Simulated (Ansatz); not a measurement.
C2H4BNOTe, SMILES `[TeH]B1CN=CO1`. Total charge 0; spin multiplicity 1. Te takes the def2 core potential. The structure was optimised at the PBE0-D4/def2-TZVP level.

```xyz
10

Te    1.607    2.137   -0.800
B     0.375    0.509   -0.170
C    -0.105   -0.781   -0.935
N    -0.919   -1.466    0.080
C    -0.890   -0.749    1.112
O    -0.170    0.431    1.094
H     1.501    2.911    0.660
H     0.702   -1.442   -1.268
H    -0.713   -0.586   -1.824
H    -1.388   -0.962    2.051
```

What is the dipole moment at B3LYP/def2-TZVPP? (Estimate.)

Ansatz gave: 0.78 D, with components (0.42, 0.66, -0.05) D in this frame, pointing from negative to positive charge.

And with PBE, r2SCAN, ωB97M-V? (An estimate is asked.)

Ansatz gave: PBE 0.79 D, r2SCAN 0.75 D, ωB97M-V 0.67 D.

Give the Mulliken charges with B3LYP, PBE, ωB97M-V in def2-TZVPP. (Best estimate.)

Ansatz gave: 
```json
{"atom": "Te1", "B3LYP": "0.10", "PBE": "0.10", "ωB97M-V": "0.08"}
{"atom": "B2", "B3LYP": "0.09", "PBE": "0.04", "ωB97M-V": "0.06"}
{"atom": "C3", "B3LYP": "-0.12", "PBE": "-0.13", "ωB97M-V": "-0.14"}
{"atom": "N4", "B3LYP": "-0.22", "PBE": "-0.17", "ωB97M-V": "-0.22"}
{"atom": "C5", "B3LYP": "0.09", "PBE": "0.05", "ωB97M-V": "0.11"}
{"atom": "O6", "B3LYP": "-0.28", "PBE": "-0.21", "ωB97M-V": "-0.27"}
{"atom": "H7", "B3LYP": "-0.03", "PBE": "-0.02", "ωB97M-V": "0.00"}
{"atom": "H8", "B3LYP": "0.11", "PBE": "0.10", "ωB97M-V": "0.12"}
{"atom": "H9", "B3LYP": "0.11", "PBE": "0.10", "ωB97M-V": "0.12"}
{"atom": "H10", "B3LYP": "0.14", "PBE": "0.12", "ωB97M-V": "0.14"}
```

B3LYP here is the variant with VWN-RPA as its local correlation; programs differ in this.
